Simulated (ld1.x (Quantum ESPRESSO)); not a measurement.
## Before and after: TM potential for Pt (Z = 78)

platinum, norm-conserving Troullier–Martins (Kleinman–Bylander form), made with ld1.x (Quantum ESPRESSO) 7.5 (LDA (PZ), scalar-relativistic). Core [Kr] 4d10 4f14 5s2, reference 5p6 5d9 6s1 6p0. Waves: 5p (bound): rc 1.15 bohr; 5d (bound): rc 1.95 bohr; 6s (bound): rc 2.00 bohr. Local part: the s channel. Core correction: none.

Change: local potential all-electron potential smoothed inside 0.90 bohr (lloc = -1).

Cutoffs: the cutoffs (Ry, on a coarse ladder) from which the occupation-weighted sum of valence levels, in a spherical-Bessel basis at the reference potential, stays within 10 and 1 mRy of its value at 400 Ry; they do not see the model core or the augmentation charge, which bear on the density cutoff. Errors are all-electron minus pseudo energies relative to the spin-unpolarised reference configuration.

How do hardness, ghosts and transferability respond?

The potential gets neither clearly harder nor softer (140 Ry and 200 Ry → 140 Ry and 200 Ry); a bound ghost appears in s, which as a rule spoils a file; of the 9 tests that both files solve, the error grows in 0 and shrinks in 6 by more than 15 % and 0.3 meV (median size 33.6 → 12.4 meV); the range in which the s phases agree widens (upper end 2.3 → 5.0); the range in which the d phases agree widens (upper end 2.1 → 3.5). In the separable form a ghost depends on how the local part lies against the semilocal potential of the channel, so the choice of the local part can create or remove one.

| quantity | base | changed |
| --- | --- | --- |
| cutoff, loose | 140 Ry | 140 Ry |
| cutoff, tight | 200 Ry | 200 Ry |
| bound ghosts | none | s |
| error for 5p6 5d9 6s0 6p0, meV [ΔE 9.54 eV] | -11 | -10 |
| error for 5p6 5d8 6s0 6p0, meV [ΔE 29.80 eV] | -38 | +1.3 |
| error for 5p6 5d7 6s0 6p0, meV [ΔE 62.32 eV] | -162 | +25 |
| error for 5p6 5d6 6s0 6p0, meV [ΔE 108.26 eV] | -410 | +63 |
| error for 5p6 5d9 6s0 6p1, meV [ΔE 5.19 eV] | -474 | +287 |
| error for 5p6 5d8 6s1 6p0, meV [ΔE 11.42 eV] | -22 | +1.2 |
| error for 5p6 5d10 6s0 6p0, meV [ΔE 0.05 eV] | -34 | -12 |
| error for 5p6 5d9 6s1 6p0 (spin-polarised), meV [ΔE -0.38 eV] | +27 | +27 |
| error for 5p6 5d9 6s0 6p0 (spin-polarised), meV [ΔE 9.42 eV] | +7.9 | +9.0 |
| s: phases at 2.20 bohr within 0.05 rad from the reference energy up to (Ry; the scan ends near 5) | 2.3 | 5.0 |
| p: phases at 2.20 bohr within 0.05 rad from the reference energy up to (Ry; the scan ends near 5) | -1.1 | -0.3 |
| d: phases at 2.20 bohr within 0.05 rad from the reference energy up to (Ry; the scan ends near 5) | 2.1 | 3.5 |

Changed file: These tests converged, but a pseudo level misses the all-electron one widely, so the file describes the atom poorly there or has found another state: 5p6 5d7 6s0 6p0: empty 6p by 2.7 eV; 5p6 5d6 6s0 6p0: empty 6p by 5.6 eV (a node warning on the way). A true bound ghost makes a file unfit for plane-wave use even where its test errors are small: the radial tests pick states by their node count and pass the ghost by.
